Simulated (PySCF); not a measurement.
## GeBr⁻: from constants to spectrum

UHF constants of GeBr⁻, ³Σ⁻ (triplet), unpaired electrons π ↑↑ (PySCF, no relativity, basis sets Ge def2-TZVPPD, Br def2-TZVPPD; masses 73.9212 and 78.9183 u):

```
ωe              : 169.4 cm⁻¹
ωexe            : 0.979 cm⁻¹
Be              : 0.064673 cm⁻¹
αe              : 0.000439 cm⁻¹
D (centrifugal) : 3.77e-08 cm⁻¹
```

Problem. Give the vibrational terms G(v) and spacings up to v = 6.

Solution. G(v) = ωe(v+½) − ωexe(v+½)².

```
v  G(v) (cm⁻¹)  G(v) − G(v−1)  Bv (cm⁻¹)
0         84.5                   0.06445
1        251.9          167.4    0.06401
2        417.4          165.5    0.06358
3        580.9          163.5    0.06314
4        742.5          161.6    0.06270
5        902.1          159.6    0.06226
6       1059.7          157.7    0.06182
```

Spin–orbit coupling is left out. Hartree–Fock leaves out correlation, which carries a large part of most bond energies and some tenths to 1 eV of ionisation energies. The state is the lowest determinant that a PBE0 search found; another state may lie lower at other levels.
